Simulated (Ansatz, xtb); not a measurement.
Relaxing a trial structure of CF4Si

The starting geometry of this gas-phase singlet has its atoms placed at random.

```xyz
6

C     0.6679    0.4312    0.1385
F     1.7475   -0.3709   -0.2030
F     1.4351    0.6449    1.3919
F    -0.2511   -1.0978   -0.4393
F     0.0117    1.6173   -0.2748
Si    0.7987   -1.0060    1.5210
```

**Question.** Guess where an optimisation with r2SCAN-D4/def2-SVP ends from this start.

**Answer.** It ends as `F[Si]C(F)(F)F`. Contacts that open: F3–Si6 (1.77 → 2.80 Å). Contacts that close: F4–Si6 (2.23 → 1.63 Å).

The energy falls by 7.62 eV over 16 steps:

```tsv
step	E − E(last) (eV)
1	7.622
3	3.433
4	2.246
6	0.287
8	0.006
9	0.003
11	0.001
13	0.000
14	0.000
16	0.000
```

Final geometry (Å):

```yaml
atoms:
  - { symbol: C, position_ang: [1.0252, 0.4482, 0.4431] }
  - { symbol: F, position_ang: [1.8481, 0.1119, -0.5627] }
  - { symbol: F, position_ang: [1.7675, 1.0686, 1.3834] }
  - { symbol: F, position_ang: [-0.2941, -1.7562, -0.2669] }
  - { symbol: F, position_ang: [0.1457, 1.3701, -0.0404] }
  - { symbol: Si, position_ang: [-0.0827, -1.0238, 1.1779] }
```

From the same start GFN2-xTB reaches the same bonding as this run.

From so rough a start the end depends on the optimiser's path, so another program may land elsewhere. The end wasn't checked by frequencies. Run with Ansatz 0.2.0, 96 s on 1 thread of AMD EPYC (Zen 3) (shared host).
